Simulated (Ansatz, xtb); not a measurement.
## Relaxing a trial structure of CBClO

The starting geometry of this gas-phase triplet was built from a drawn formula by distance geometry and a force field; its bonds are those of `[B]C(=O)Cl`.

```yaml
atoms:
  - { symbol: C, position_ang: [-0.4373, -1.1878, 1.1313] }
  - { symbol: B, position_ang: [-1.3643, -0.9264, 2.3203] }
  - { symbol: Cl, position_ang: [1.3276, -1.1866, 1.3296] }
  - { symbol: O, position_ang: [-0.9065, -1.3788, 0.0522] }
```

Task: Where would you expect an optimisation with r2SCAN-D4/def2-SVP to take it?

Result: It rearranges, giving a structure given below by its coordinates. Contacts that open: C1–Cl3 (1.78 → 3.08 Å). Contacts that close: B2–Cl3 (2.88 → 1.70 Å).

The energy falls by 3.27 eV over 17 steps:

| step | E − E(last) (eV) |
| --- | --- |
| 1 | 3.269 |
| 3 | 3.190 |
| 5 | 2.800 |
| 6 | 2.458 |
| 8 | 1.056 |
| 10 | 0.382 |
| 12 | 0.107 |
| 13 | 0.017 |
| 15 | 0.001 |
| 17 | 0.000 |

Final geometry (Å):

```
atom    x (Å)    y (Å)    z (Å)
   C  -0.8900  -1.3222   0.6103
   B  -0.0846  -1.0409   1.7318
  Cl   1.2697  -0.7778   2.7312
   O  -1.6755  -1.5388  -0.2399
```

From the same start GFN2-xTB reaches the same bonding as this run.

The end wasn't checked by frequencies. Open shells are spin-unrestricted. The triplet needn't be the ground state. Run with Ansatz 0.2.0, 44 s on 2 threads of Arm Neoverse V1, on a shared host.
